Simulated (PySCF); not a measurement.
## Frontier levels across methods

C3H7ClOSi.
Cartesian coordinates in Å at the PBE0-D3(BJ)/def2-SVP level; atoms count from 1:
```
atom  x, y, z in Å
C1    -2.469    0.137   -0.440
C2    -1.157   -0.071   -0.542
C3    -0.259   -0.335    0.625
O4     0.813    0.587    0.681
Si5    2.329    0.324    0.091
Cl6    2.329    0.239   -1.981
H7    -2.972    0.145    0.533
H8    -3.092    0.303   -1.322
H9    -0.670   -0.065   -1.524
H10    0.130   -1.373    0.567
H11   -0.824   -0.255    1.567
H12    3.159    1.474    0.516
H13    2.852   -0.989    0.562
```

Basis pcSseg-1 throughout (PySCF), one geometry. The structure is a single PBE0-D3(BJ)/def2-SVP conformer in the gas phase; no vibrational or solvent corrections.

**Question.** How do the orbital energies, the gap and the dipole change with the method?

**Answer.** 
```
   method                    kind  HOMO (eV)  LUMO (eV)  gap (eV)  μ (D)  SCF cycles
     BLYP                     GGA      -6.51      -1.05      5.46   1.61          15
    B97-D                     GGA      -6.62      -1.09      5.53   1.67          15
     OPBE                     GGA      -6.65      -1.09      5.56   1.67          16
      KT3                     GGA      -6.68      -1.15      5.53   1.61          16
      PBE                     GGA      -6.69      -1.22      5.47   1.64          15
      KT2                     GGA      -6.70      -1.24      5.46   1.63          16
     BP86                     GGA      -6.79      -1.31      5.48   1.67          15
      LDA                     LDA      -6.87      -1.47      5.40   1.68          15
    B97-2           global hybrid      -7.59      -0.22      7.37   1.74          14
    B3LYP           global hybrid      -7.61      -0.39      7.22   1.70          14
     PBE0           global hybrid      -7.85      -0.18      7.67   1.74          14
 mPW1PW91           global hybrid      -7.87      -0.18      7.69   1.75          13
BHandHLYP           global hybrid      -8.82       0.97      9.79   1.79          12
CAM-B3LYP  range-separated hybrid      -9.19       1.00     10.19   1.75          13
  wB97X-D  range-separated hybrid      -9.73       1.64     11.37   1.80          13
       HF            Hartree–Fock     -10.28       3.61     13.89   1.92          10
  LC-wPBE  range-separated hybrid     -10.64       2.16     12.79   1.85          12
```

The HOMO spans 4.12 eV, from BLYP down to LC-wPBE, and the gap runs from 5.40 eV (LDA) to 13.89 eV (HF). Over the methods BLYP (0 %), B97-D (0 %), OPBE (0 %), KT3 (0 %), PBE (0 %), KT2 (0 %), BP86 (0 %), LDA (0 %), B97-2 (21 %), B3LYP (20 %), PBE0 (25 %), mPW1PW91 (25 %), BHandHLYP (50 %), HF (100 %), a straight line through the gap against the share of exact exchange rises by 0.85 eV for each 10 % (correlation coefficient 1.000). The dipole ranges from 1.61 D (KT3) to 1.92 D (HF). This basis has no diffuse functions.
